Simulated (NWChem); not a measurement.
System: diarsenic (As2); SMILES [As]#[As]

The following NWChem deck was run.

```
start job
memory heap 200 mb stack 700 mb global 900 mb
geometry units angstroms noautosym nocenter noautoz
  As     0.000000     0.000000     1.059269
  As     0.000000     0.000000    -1.059269
end
basis spherical
  * library 6-31g*
end
dft
  xc b3lyp
  iterations 150
end
property
  shielding 1 1
end
task dft property
```

Excerpt of the output:

```
             Northwest Computational Chemistry Package (NWChem) 7.3.0
             --------------------------------------------------------

                             Geometry "geometry" -> ""
                             -------------------------

 Output coordinates in angstroms (scale by  1.889725989 to convert to a.u.)

  No.       Tag          Charge          X              Y              Z
 ---- ---------------- ---------- -------------- -------------- --------------
    1 As                  33.0000     0.00000000     0.00000000     1.05926900
    2 As                  33.0000     0.00000000     0.00000000    -1.05926900

 Effective nuclear repulsion energy (a.u.)     272.0149575607

                              NWChem Property Module
                              ----------------------

  itol2e modified to match energy
  convergence criterion.

                                 NWChem DFT Module
                                 -----------------

 Summary of "ao basis" -> "ao basis" (spherical)
 ------------------------------------------------------------------------------
       Tag                 Description            Shells   Functions and Types
 ---------------- ------------------------------  ------  ---------------------
 As                          6-31g*                 12       32   5s4p3d

  itol2e modified to match energy
  convergence criterion.

            General Information
            -------------------
          SCF calculation type: DFT
          Wavefunction type:  closed shell.
          No. of atoms     :     2
          No. of electrons :    66
           Alpha electrons :    33
            Beta electrons :    33
          Charge           :     0
          Spin multiplicity:     1
          Use of symmetry is: off; symmetry adaption is: off
          Maximum number of iterations: 150
          AO basis - number of functions:    64
                     number of shells:    24
          Convergence on energy requested:  1.00D-07
          Convergence on density requested:  1.00D-05
          Convergence on gradient requested:  5.00D-04

              XC Information
              --------------
                         B3LYP Method XC Potential
                     Hartree-Fock (Exact) Exchange  0.200
                        Slater Exchange Functional  0.800 local
                    Becke 1988 Exchange Functional  0.720 non-local
              Lee-Yang-Parr Correlation Functional  0.810
                  VWN I RPA Correlation Functional  0.190 local

             Grid Information
             ----------------
          Grid used for XC integration:  fine
          Radial quadrature: Mura-Knowles
          Angular quadrature: Lebedev.
          Tag              B.-S. Rad. Rad. Pts. Rad. Cut. Ang. Pts.
          ---              ---------- --------- --------- ---------
          As                  1.15      140          10.0       974
          Grid pruning is: on
          Number of quadrature shells:   280
          Spatial weights used:  Erf1

      Superposition of Atomic Density Guess
      -------------------------------------

 Sum of atomic energies:       -4467.69089535

      Non-variational initial energy
      ------------------------------

 Total energy =   -4467.889129
 1-e energy   =   -6769.857761
 2-e energy   =    2029.953674
 HOMO         =      -0.275500
 LUMO         =      -0.073719

   convergence    iter        energy       DeltaE   RMS-Dens  Diis-err
 ---------------- ----- ----------------- --------- --------- ---------
 d= 0,ls=0.0,diis     1  -4471.2462096209 -4.74D+03  9.41D-03  1.67D-01
 d= 0,ls=0.0,diis     2  -4471.2630036012 -1.68D-02  2.20D-03  3.21D-02
 d= 0,ls=0.0,diis     3  -4471.2649413167 -1.94D-03  4.59D-04  2.38D-03
 d= 0,ls=0.0,diis     4  -4471.2651030329 -1.62D-04  1.41D-04  4.14D-05
 d= 0,ls=0.0,diis     5  -4471.2651078556 -4.82D-06  1.50D-05  8.96D-07
 d= 0,ls=0.0,diis     6  -4471.2651079678 -1.12D-07  2.41D-06  1.41D-08
 d= 0,ls=0.0,diis     7  -4471.2651079696 -1.84D-09  3.54D-07  3.95D-11

[...]

          -----------------------------------------
          Chemical Shielding Tensors (GIAO, in ppm)
          -----------------------------------------

                                NWChem CPHF Module
                                ------------------

  scftype          =     RHF
  nclosed          =       33
  nopen            =        0
  variables        =     1023
  # of vectors     =        3
  tolerance        = 0.10D-03
  level shift      = 0.00D+00
  max iterations   =       50
  max subspace     =       30

 SCF residual:    2.6462136363066978E-005

Iterative solution of linear equations
  No. of variables     1023
  No. of equations        3
  Maximum subspace       30
        Iterations       50
       Convergence  1.0D-04

   iter   nsub   residual    time
   ----  ------  --------  ---------
     1      3    1.01D+00      32.9
     2      6    2.70D-02      34.9
     3      9    1.07D-03      37.0
     4     12    5.73D-05      39.3

      Atom:    1  As
        Diamagnetic
   2875.4050      0.0000     -0.0000
      0.0000   2875.4050     -0.0000
     -0.0000     -0.0000   2884.2357

        Paramagnetic
  -4586.5428      0.0000      0.0000
      0.0000  -4586.5428      0.0000
      0.0000      0.0000     -0.0000

        Total Shielding Tensor
  -1711.1377      0.0000      0.0000
      0.0000  -1711.1377      0.0000
      0.0000      0.0000   2884.2357

           isotropic =    -179.3466
          anisotropy =    4595.3734

          Principal Components and Axis System
                 1           2           3
             2884.2357  -1711.1377  -1711.1377

      1         0.0000     -0.6972      0.7169
      2         0.0000      0.7169      0.6972
      3         1.0000     -0.0000     -0.0000
```

Level: B3LYP/6-31G* (spherical d), GIAO. Structure relaxed at the B3LYP/6-31G* (spherical d) level. B3LYP is NWChem's, with the RPA form of VWN correlation. The printed shielding anisotropy is the first printed principal value minus the mean of the other two.
